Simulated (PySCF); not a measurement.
# Dipole response of O²⁺ (oxygen, charge +2)

[He] 2s2 2p2, high-spin 3P determinant. All numbers are calculated (PySCF 2.14, the spin-free X2C one-electron Hamiltonian (Gaussian nucleus), in aug-cc-pCVTZ-DK with one added diffuse shell each of s, p, d, f type (8s7p5d3f, 75 functions)). Coupled (time-dependent) response in atomic units; α is the mean over directions.

| method | mean α (bohr³) | α xx, yy, zz | C₆ (like pair) | S(−4) |
| --- | --- | --- | --- | --- |
| UHF | 1.793 | 1.910, 1.735, 1.735 | 2.348 | 3.585 |
| PBE | 1.742 | 1.858, 1.684, 1.684 | 2.336 | 2.771 |
| PBE0 | 1.740 | 1.858, 1.680, 1.680 | 2.319 | 2.846 |
| CAM-B3LYP | 1.721 | 1.846, 1.658, 1.658 | 2.298 | 2.671 |
| TPSSh | 1.760 | 1.877, 1.701, 1.701 | 2.376 | 2.869 |

S(−4) is the Cauchy moment in α(ω) = α(0) + S(−4) ω² + …

α(iu) at TPSSh:

```tsv
u (hartree)	α(iu) (bohr³)
0	1.760
0.0500	1.752
0.100	1.732
0.200	1.657
0.300	1.552
0.500	1.321
0.750	1.068
1.00	0.8734
1.50	0.6104
2.00	0.4474
3.00	0.2667
5.00	0.1240
```

For an ion, C₆ is the dispersion term alone; charge-induced terms of lower order in 1/R come first.

The components differ because the open shell of this determinant is not spherical; for a pure term their mean is the scalar polarisability.
